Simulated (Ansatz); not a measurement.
One change: `P[SiH]1CC1` becomes `C1C[SiH2]1`.

Ansatz, PBE0-D4/def2-TZVP geometries, multiplicity 1. Each molecule was computed in one conformer, which needn't be the lowest.

```json
{"property": "ideal-gas entropy at 298 K and 1 bar (rigid rotor, harmonic PBE0-D4/def2-TZVP) / J/(mol·K)", "`P[SiH]1CC1`": "325"}
{"property": "HOMO–LUMO gap (PBE/def2-TZVPP) / eV", "`P[SiH]1CC1`": "5.05"}
{"property": "LUMO energy (PBE0/def2-TZVPP) / eV", "`P[SiH]1CC1`": "0.12"}
{"property": "HOMO energy (ωB97M-V/def2-TZVPP) / eV", "`P[SiH]1CC1`": "-9.03"}
{"property": "HOMO energy (PBE/def2-TZVPP) / eV", "`P[SiH]1CC1`": "-5.79"}
{"property": "HOMO energy (PBE0/def2-TZVPP) / eV", "`P[SiH]1CC1`": "-6.89"}
```

**Question.** What does the change do to each property? (Estimate.)

**Answer.** The calculation gave: 
```
                                                                                  property  `C1C[SiH2]1`  shift
ideal-gas entropy at 298 K and 1 bar (rigid rotor, harmonic PBE0-D4/def2-TZVP) / J/(mol·K)           266    -59
                                                       HOMO–LUMO gap (PBE/def2-TZVPP) / eV          5.30   0.25
                                                        LUMO energy (PBE0/def2-TZVPP) / eV          0.30   0.18
                                                     HOMO energy (ωB97M-V/def2-TZVPP) / eV         -9.09  -0.06
                                                         HOMO energy (PBE/def2-TZVPP) / eV         -5.81  -0.02
                                                        HOMO energy (PBE0/def2-TZVPP) / eV         -6.92  -0.03
```

The zero-point energy changes by -27.4 kJ/mol with -6 modes.
